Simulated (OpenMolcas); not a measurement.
# Kr6+: effect of the basis set

```yaml
Program: OpenMolcas
Method: "SS-CASPT2, IPEA 0.25 Eh, imaginary shift 0.1 Eh (closed shells correlated: 3d)"
Active_space: 2 electrons in 4 orbitals (4s 4p)
State_averaging: 2S+1 = 3 even, 3 roots; 2S+1 = 1 even, 7 roots (6 in the spin-orbit step); 2S+1 = 3 odd, 3 roots; 2S+1 = 1 odd, 3 roots
Spin-orbit_coupling: RASSI with atomic mean-field integrals over the reference wave functions, term energies averaged over their components
```

A. ANO-RCC-VDZP [5s4p2d], DKH2, point nucleus; CASPT2 step of the order of 1.2 core-seconds
B. ANO-RCC-VTZP [6s5p3d1f], DKH2, point nucleus; CASPT2 step of the order of 1.2 core-seconds
C. ANO-RCC-VQZP [7s6p4d2f1g], DKH2, point nucleus; CASPT2 step about 2.9 core-seconds
D. ANO-R2 [6s5p4d3f1g], X2C, finite nucleus; CASPT2 step roughly 2.6 core-seconds
E. ANO-R3 [7s6p5d4f2g1h], X2C, finite nucleus; CASPT2 step of the order of 7 core-seconds

Energies in cm⁻¹ above 4s² ¹S₀, the measured ground level; measured values from Saloman, J. Phys. Chem. Ref. Data 36, 215 (2007).

```csv
Level,A,B,C,D,E,Measured
4s² ¹S₀,0.0,0.0,0.0,0.0,0.0,0.0
4s 4p ³P°₀,115802,115067,115528,116618,117690,117390
4s 4p ³P°₁,118143,117614,117997,119161,120118,120095
4s 4p ³P°₂,123467,123470,123690,125125,125783,126553
4s 4p ¹P°₁,176655,173972,172628,169501,170752,170835
```

Deviations, from unrounded energies. A percentage is the sum of absolute deviations over the sum of measured energies, with the sign that they share, or ± where signs differ.

```tsv
Against measurement	Levels	A	B	C	D	E
mean absolute deviation (cm-1)	4	3100	2800	2200	1100	290
other configurations (%)	4	±2.3	±2.1	±1.6	-0.8	±0.2
```

E lies closest to measurement on these levels and A furthest from it. The largest miss of E in the table is 4s 4p ³P°₂, by -770 cm-1. The ranking rests on the paired levels alone, and a cruder setting can come out closer through cancelling errors.

Among A to E the level of the table that moves most is 4s 4p ¹P°₁, by 7200 cm-1 (lowest in D, highest in A).

Over all roots computed the reference weight is 0.95 to 1.00 in A, 0.94 to 1.00 in B, 0.94 to 0.99 in C, 0.93 to 0.98 in D, 0.92 to 0.98 in E; the roots of lowest weight are the least certain, and an intruder state may touch them. Some high roots are left out of the spin-orbit mixing, which shifts the levels that they would mix with. The basis is small and was not contracted for so high a charge (holds for A). Measured partners are found by configuration, term and J. A level has none where our copy of the source lacks it or the pairing is in doubt (some pairs that miss far off the trend of their configuration count as doubtful), and it then counts in no deviation. Levels of configurations outside the active space are missing. Levels that lie high or do not pair safely by name in every column are left out.

° marks odd parity.
